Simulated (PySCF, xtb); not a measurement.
BeI2, SMILES [I][Be][I].

Harmonic wavenumbers (cm⁻¹) from GFN2-xTB run with xtb at its own minimum, in rising order: 148, 148, 190, 981.

Q: What does B3LYP-D3(BJ)/def2-TZVP run with PySCF give at its own minimum? (An estimate is asked for; the answer gives what the named calculation found.)

A: 167, 177, 177, 873. Paired by order, the mean absolute difference is 42 cm⁻¹ and the zero-point energies are 2.1 and 2.0 kcal/mol.
